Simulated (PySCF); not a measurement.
## How well do the runs reproduce experiment for HSiCl3?

**What was measured.**

NIST CCCBDB Release 22 (SRD 101), experimental dipoles lists, for the gas: dipole moment (dielectric constant against temperature) 0.86 D.

How close the calculation comes is told at the end.

Compound: HSiCl3.
Numbering: `[Cl:1][SiH:2]([Cl:3])[Cl:4]` (hydrogens: H5 on Si2)

Structure used (GFN2-xTB), in Å, numbered top down from 1:
```xyz
5
Cl3HSi angstrom
Cl    -0.700    1.742   -0.621
Si    -0.007    0.000    0.106
Cl    -1.079   -1.520   -0.656
Cl     1.926   -0.220   -0.397
H     -0.132    0.000    1.551
```

The PySCF runs (gas phase, on this GFN2-xTB geometry; no spin–orbit coupling):

```csv
level,job,basis functions,wall time
CAM-B3LYP/def2-SVPD,"8 singlets by full TDDFT, 3 Tamm–Dancoff triplets, polarisability",113,6.1 s
```

Hardware: one thread of an x86-64 server, on a shared host.

## Comparison

**Dipole moment.** Measured: 0.86 D (NIST CCCBDB Release 22 (SRD 101), experimental dipoles).

| level | computed (D) | computed − measured (D) | % (from the printed values) |
| --- | --- | --- | --- |
| CAM-B3LYP/def2-SVPD | 0.85 | -0.01 | -1 |

The computed dipoles belong to one fixed geometry; measured ones are averaged over vibrations unless marked μe. Magnitudes are compared, not signs.

No measured geometry was used, and the causes of the misses weren't examined.
